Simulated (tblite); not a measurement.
Species: C₅H₉O₃ (doublet state).
Structure used (GFN2-xTB), in Å, numbered top down from 1:
```xyz
17
C5H9O3 angstrom
O      2.3241    0.8779    0.6937
C      2.6671   -0.2685    0.0480
O      1.7720   -1.3196   -0.0729
C      0.4491   -1.1271    0.3536
C     -0.3842   -0.2723   -0.6078
C     -1.8783   -0.1666   -0.2793
C     -1.5987    1.3281   -0.1086
O     -0.2131    1.1433   -0.4114
H      1.4528    1.1844    0.3790
H      3.6600   -0.6185    0.2873
H      0.4214   -0.6764    1.3562
H      0.0101   -2.1285    0.3940
H     -0.1441   -0.5498   -1.6397
H     -2.1751   -0.6837    0.6295
H     -2.5518   -0.4259   -1.0904
H     -2.0770    1.9848   -0.8386
H     -1.7412    1.7306    0.8973
```

Computed values, GFN2-xTB/tblite, gas phase, harmonic and unscaled. This tight-binding method is rough: wavenumbers can miss measured ones by several per cent, in bad cases by 10 to 20. One conformer, not necessarily the lowest. Open shells enter through the occupations alone, without spin polarisation, and single modes of such species can be off by tens of per cent.

Harmonic wavenumbers (cm⁻¹): 49.3, 89.3, 107.9, 185.7, 232.3, 264.4, 391.1, 445.4, 573.0, 605.7, 735.2, 763.1, 811.1, 886.1, 927.8, 961.9, 1032.8, 1044.6, 1082.2, 1096.8, 1111.7, 1119.8, 1123.1, 1162.4, 1177.6, 1204.7, 1222.3, 1243.3, 1252.5, 1266.2, 1282.6, 1309.3, 1330.6, 1438.3, 1460.0, 1482.0, 2885.1, 2932.7, 2944.9, 2955.9, 2966.7, 3028.8, 3041.7, 3058.4, 3303.7.

A = 4183, B = 1444, C = 1162 MHz; mass 117.055 u (most abundant isotopes); point group C1, symmetry number 1; spin multiplicity 2.

Problem. Zero-point energy?

Solution. Half the sum of the wavenumbers: 29795 cm⁻¹ = 85.19 kcal/mol.

Problem. Entropy at 298.15 K, 1 bar (ideal gas, RRHO, classical rotation)?

Solution. Translation 40.21, rotation 28.22, vibration 22.28, spin (R ln 2) 1.38: S = 92.1 cal/(mol K).

Problem. And Cp and H(298.15 K) − H(0)?

Solution. Cp = 31.80 cal/(mol K), of which vibrations give 23.85 (their classical limit is 45 R = 89.4); H(298.15 K) − H(0) = 5.85 kcal/mol without the zero-point energy, 3.48 from vibrations.

Problem. How do the functions run with temperature in this model?

Solution. 
| T (K) | S (cal/(mol K)) | Cp (cal/(mol K)) | H − H(0) (kcal/mol) | G − H(0) (kcal/mol) | ln q(vib) |
| --- | --- | --- | --- | --- | --- |
| 50 | 58.1 | 12.2 | 0.48 | -2.42 | 0.41 |
| 100 | 67.9 | 16.3 | 1.20 | -5.59 | 1.37 |
| 373.15 | 100.0 | 38.9 | 8.51 | -28.81 | 6.82 |
| 500 | 112.9 | 49.6 | 14.15 | -42.32 | 9.40 |
| 750 | 136.1 | 64.2 | 28.53 | -73.52 | 14.51 |
| 1000 | 155.9 | 73.4 | 45.81 | -110.07 | 19.42 |

q(vib) and H(0) count from the zero-point level.

Problem. Blend soft modes into free rotors: weight 1/[1 + (100 cm⁻¹/ν̃)⁴] for the oscillator and the rest for a rotor with moment μB/(μ + B), μ = h/(8π²ν), B = 10⁻⁴⁴ kg m². What vibrational entropy results?

Solution. 20.42 cal/(mol K) in place of 22.28, which changes −T·S at 298.15 K by +0.55 kcal/mol.

Hindered rotation and anharmonicity are outside this model. Other conformers, if any are populated, would add a mixing term that is left out. The structure is chiral; the term R ln 2 for an equal mix with its mirror image is left out.

Hardware: INTEL XEON PLATINUM 8581C at 2.10 GHz, one thread, no GPU, on a shared host. Cost: 0.42 s wall. This covers the Hessian and the dipole derivatives.
